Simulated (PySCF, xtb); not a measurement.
CH5FS2Si, SMILES S[Si](S)(C)F. One conformer was computed; it need not be the lowest.

Harmonic wavenumbers (cm⁻¹) from GFN2-xTB run with xtb at its own minimum, in rising order: 73, 96, 111, 138, 159, 174, 205, 208, 430, 537, 697, 718, 756, 815, 836, 858, 1373, 1457, 1460, 2458, 2459, 3041, 3044, 3048.

What does PySCF 2.14.0 with PBE-D3(BJ)/def2-SVP give at its own minimum? (The exact figures need the calculation; the answer reports its results.)

120, 136, 158, 165, 204, 235, 245, 271, 434, 536, 657, 702, 729, 765, 796, 889, 1220, 1374, 1375, 2619, 2620, 2982, 3085, 3092. Paired by order, the mean absolute difference is 57 cm⁻¹ and the zero-point energies are 36.0 and 36.3 kcal/mol.
